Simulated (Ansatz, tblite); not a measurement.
Removing an electron: BCl2(OH) (BCl₂OH). Charge 0, multiplicity 1. Geometry: PBE0-D4/def2-TZVP. Ansatz, gas phase; energy differences of separate SCF runs; the oxidised species was run as a doublet alone.

```xyz
5

B     0.121    0.270    0.101
Cl    1.466    1.328    0.438
Cl   -1.523    0.811    0.429
O     0.366   -0.946   -0.407
H    -0.430   -1.463   -0.562
```

The xTB rows come from tblite. Correlated methods freeze 12 core orbitals. In CCSD on the charge 1 doublet the largest single amplitude is 0.34, so its Hartree–Fock determinant may place the open shell otherwise than the density functionals do.

```tsv
level	−HOMO (eV)	vertical IE (eV)	−LUMO (eV)	HOMO–LUMO gap (eV)	remarks
GFN1-xTB	12.76	15.63	6.45	6.30	–
GFN2-xTB	12.00	15.28	6.70	5.30	–
PBE-D4/def2-TZVP	7.63	11.03	1.36	6.26	–
r2SCAN-D4/def2-TZVP	8.00	11.27	1.02	6.97	–
PBE0-D4/def2-TZVP	9.08	11.47	0.37	8.72	–
CCSD/def2-TZVPP	–	11.81	–	–	large T1 (0.052) (+1 doublet)
CCSD(T)/def2-TZVPP	–	11.77	–	–	large T1 (0.052) (+1 doublet)
```

Run but left out: HF/def2-TZVPP, MP2/def2-TZVPP (charge +1 doublet: a determinant that CCSD turns far, T1 0.052).  Raw xTB energy differences between charge states are shifted by several eV; the methods need an empirical correction for them.
